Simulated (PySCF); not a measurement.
# First hyperpolarisability: SMILES [C-]#[N+]B1C=CC=CN1, C5H5BN2

Geometry:
| atom | x (Å) | y (Å) | z (Å) |
| --- | --- | --- | --- |
| C1 | 3.715 | 0.251 | -0.431 |
| N2 | 2.545 | 0.154 | -0.343 |
| B3 | 1.101 | 0.015 | -0.236 |
| C4 | 0.328 | -1.281 | -0.241 |
| C5 | -1.041 | -1.207 | -0.129 |
| C6 | -1.726 | 0.033 | -0.011 |
| C7 | -1.024 | 1.208 | -0.006 |
| N8 | 0.329 | 1.213 | -0.113 |
| H9 | 0.802 | -2.261 | -0.329 |
| H10 | -1.645 | -2.121 | -0.128 |
| H11 | -2.812 | 0.062 | 0.077 |
| H12 | -1.520 | 2.176 | 0.083 |
| H13 | 0.786 | 2.119 | -0.103 |

Computed, not measured: quadratic response CAM-B3LYP/aug-cc-pVDZ first hyperpolarisability, Taylor convention, gas phase (PySCF). Geometry: PBE0-D3(BJ)/def2-SVP.

Question: Give β for the processes computed.

Answer: In au, Taylor convention; the vector part is βᵢ = ⅓ Σⱼ (βᵢⱼⱼ + βⱼᵢⱼ + βⱼⱼᵢ); β∥ is 3/5 of the vector part along the dipole, the dipole points from − to +:
```tsv
process	λ (nm)	β vector norm	β∥	β HRS	depolarisation ratio
static β(0;0,0)	∞	287.4	170.2	117.6	5.21
second harmonic β(−2ω;ω,ω)	1907	312.7	185.2	128.3	5.07
Pockels β(−ω;ω,0)	1907	295.4	174.9	–	–
second harmonic β(−2ω;ω,ω)	1064	383.4	227.2	158.3	4.76
Pockels β(−ω;ω,0)	1064	314.6	186.3	–	–
```

Question: Which lowest excitations, dipole and polarisabilities go with it?

Answer: S1 4.94 eV (f = 0.199); S2 5.68 eV (f = 0.001); S3 5.80 eV (f = 0.186); dipole 4.67 D; isotropic α 86.8 au static, 87.2 au at 1907 nm, 88.1 au at 1064 nm, 88.4 au at 953.5 nm, 92.6 au at 532 nm.
